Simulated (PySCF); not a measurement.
H₇NSi₂, SMILES [SiH3]N[SiH3] (PBE/def2-SVP optimised geometry):

```
10

Si     1.758    -0.732     0.000
N      0.004    -0.732     0.000
Si    -1.103     0.629     0.000
H      2.206     0.610     0.506
H      2.370    -0.956    -1.363
H      2.277    -1.823     0.901
H     -0.432    -1.648    -0.153
H     -0.344     1.823     0.506
H     -2.277     0.343     0.901
H     -1.662     0.963    -1.363
```

Computed with PySCF with PBE/def2-TZVP.

**Question.** What are the frontier orbital energies and the dipole moment?

**Answer.** HOMO-2 -8.19 eV, HOMO-1 -8.06 eV, HOMO -6.16 eV, LUMO -0.98 eV, LUMO+1 0.25 eV; dipole moment 0.94 D.

On the same geometry PBE0/def2-TZVP (PySCF) gives HOMO-2 -9.54 eV, HOMO-1 -9.39 eV, HOMO -7.48 eV, LUMO -0.14 eV, LUMO+1 1.10 eV; dipole moment 0.93 D.

Meta-Löwdin charges at PBE/def2-TZVP: Si1 0.54, N2 -0.76, Si3 0.54, H4 -0.08, H5 -0.11, H6 -0.09, H7 0.24, H8 -0.08, H9 -0.09, H10 -0.11.
